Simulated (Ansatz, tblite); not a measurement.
Cost and result up the ladder for NiMe2 (C2H6Ni) (9 atoms). The state is a triplet with charge 0. Geometry: r2SCAN-D4/def2-TZVP.

```xyz
9

Ni    0.1556    0.6099   -0.2495
C     1.5811   -0.0398    0.8858
H     1.2201   -0.2145    1.9024
H     2.3647    0.7289    0.9118
H     2.0038   -0.9658    0.4873
C    -1.5807    0.0418   -0.8865
H    -1.5018   -0.8917   -1.4493
H    -1.9681    0.8266   -1.5488
H    -2.2745   -0.0953   -0.0531
```

Ansatz on 2 threads of Intel Xeon Platinum 8488C on a shared host; xTB runs through tblite on one thread. Times are rough, summed over both states, and most runs start from the orbitals of an earlier one. ωB97M-V/def2-TZVP serves as the yardstick here, not as an exact answer. The other state is a quartet, and no other spin of it was run.

The xTB rows come from tblite. HSE06 is defined as in plane-wave codes, on full-range PBE exchange. Correlated methods freeze 7 core orbitals; core or outer-core shells of Ni are correlated, in sets that lack core-valence functions. In CCSD on the charge 1 quartet the largest single amplitude is 0.29, so its Hartree–Fock determinant may place the open shell otherwise than the density functionals do. The order of the spin states hangs on the level: the singlet lies 0.64 eV below the triplet at PBE-D4/def2-TZVP, but 0.06 eV above it at PBE0-D4/def2-TZVP.

Run but left out: HF/def2-TZVP, MP2/def2-TZVP (charge +1 quartet: a determinant that CCSD turns far, T1 0.068).

At PBE0-D4/def2-TZVP the highest occupied level of the triplet has α spin (-6.34 eV), and emptying it gives a doublet, which wasn't run; the ionisation energy to the quartet shown is then probably not the lowest one.

Correlated methods converge slowly with the basis.

Raw xTB energies of ions are shifted by several eV, and xTB has no spin-polarisation term.

```csv
level,functions,vertical IE (eV),difference from ωB97M-V/def2-TZVP (eV),remarks
ωB97M-V/def2-TZVP (with forces),143,8.92,0.00,–
BHLYP-D4/def2-TZVP,143,8.74,-0.19,–
r2SCAN-D4/def2-TZVP (with forces),143,8.75,-0.17,–
PBE0-D4/def2-TZVP,143,8.77,-0.15,–
PBE-D4/def2-TZVP,143,8.97,0.05,lower spin may lie lower (+1 quartet)
GFN2-xTB,23,13.49,4.57,–
CAM-B3LYP-D4/def2-TZVP,143,8.95,0.02,–
B97M-V/def2-TZVP,143,8.81,-0.11,–
HSE06-D4/def2-TZVP,143,8.76,-0.16,–
GFN1-xTB,29,15.18,6.26,–
CCSD(T)/def2-TZVP,143,8.84,-0.08,large T1 (0.068) (+1 quartet)
```

Estimate how long each takes.

GFN2-xTB 0.006 s; GFN1-xTB 0.008 s; PBE-D4/def2-TZVP 7.4 s; HSE06-D4/def2-TZVP 17 s; PBE0-D4/def2-TZVP 17 s; r2SCAN-D4/def2-TZVP (with forces) 19 s; CAM-B3LYP-D4/def2-TZVP 19 s; BHLYP-D4/def2-TZVP 19 s; B97M-V/def2-TZVP 38 s; ωB97M-V/def2-TZVP (with forces) 63 s; CCSD(T)/def2-TZVP 4.2 min. On shared hardware such times vary by a factor of up to 3.
